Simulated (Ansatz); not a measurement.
Cost and result for the atomization energy of C2H8AlNO (13 atoms, 13 bonds).

```tsv
atom	x (Å)	y (Å)	z (Å)
C1	0.531	0.033	1.993
O2	0.541	-0.773	0.837
C3	-0.405	-0.422	-0.105
N4	-0.012	0.817	-0.916
Al5	-0.432	-0.816	-2.025
H6	0.782	1.078	1.767
H7	-0.452	0.007	2.480
H8	1.280	-0.365	2.678
H9	-1.376	-0.193	0.350
H10	-0.500	1.679	-0.710
H11	0.989	0.968	-0.863
H12	0.904	-1.270	-2.749
H13	-1.849	-0.743	-2.738
```

Total charge 0; spin multiplicity 1. The bonds changed during the relaxation, so this is another structure than the one it started from. The structure was optimised at the PBE0-D4/def2-TZVP level. It is one conformer, not always the lowest. Program: Ansatz. All runs use 4 threads of an Intel Xeon 6975P-C on a shared host. Times are those of one run each, without the atoms' runs, and a repeat can differ threefold. Electronic energies, without spin–orbit coupling; frozen cores. CCSD(T)/CBS adds CCSD(T) − MP2 in def2-TZVPP to the MP2 limit, and its time is that of the two runs behind it. T1 = 0.011. B3LYP takes the VWN-RPA correlation (the form of Gaussian; ORCA's B3LYP/G).

CCSD(T)/CBS is a level of theory with its own doubt, some kJ/mol a heavy atom from the limit and from the frozen cores, so smaller differences don't rank the functionals.

```tsv
level	functions	wall time
PBE0-D4/def2-TZVPP	278	2.3 s
PBE-D4/def2-TZVPP (with forces)	278	2.4 s
B3LYP-D4/def2-TZVPP (with forces)	278	3.5 s
r2SCAN-D4/def2-TZVPP (with forces)	278	3.5 s
ωB97X-V/def2-TZVPP	278	4.9 s
B2PLYP/def2-TZVPP	278	6 s
ωB97M-V/def2-TZVPP (with forces)	278	7.5 s
MP2/def2-QZVPP	538	19 s
CCSD(T)/def2-TZVPP	278	72 s
CCSD(T)/CBS(def2)	–	90 s
```

Question: What atomization energy does each give, and how far from CCSD(T)/CBS? (Best estimate.)

Answer: Ansatz gave: 
```tsv
level	atomization (kJ/mol)	difference from CCSD(T)/CBS	per bond
PBE0-D4/def2-TZVPP	4487.5	-6.0	-0.5
PBE-D4/def2-TZVPP (with forces)	4576.0	82.5	6.4
B3LYP-D4/def2-TZVPP (with forces)	4496.4	2.9	0.2
r2SCAN-D4/def2-TZVPP (with forces)	4493.9	0.4	0.0
ωB97X-V/def2-TZVPP	4513.0	19.5	1.5
B2PLYP/def2-TZVPP	4439.3	-54.2	-4.2
ωB97M-V/def2-TZVPP (with forces)	4511.1	17.6	1.4
MP2/def2-QZVPP	4493.2	-0.3	0.0
CCSD(T)/def2-TZVPP	4370.9	-122.6	-9.4
CCSD(T)/CBS(def2)	4493.5	0.0	0.0
```

From PBE to PBE0 (25 % exact exchange), in def2-TZVPP and without D4, the atomization energy moves by −84.8 kJ/mol: exact exchange takes away binding that semilocal exchange gives to molecules. In def2-TZVPP, CCSD(T) changes the Hartree–Fock value by +1210.9 kJ/mol (the triples alone add +66.2 kJ/mol) and MP2 by +1260.5 kJ/mol; breaking electron pairs costs correlation energy, which Hartree–Fock lacks. The D4 term adds +38.0 kJ/mol with B3LYP and +20.0 kJ/mol with PBE0; it sums over pairs of atoms, weighted by their polarisabilities, and B3LYP, whose exchange is more repulsive, gets the larger term.
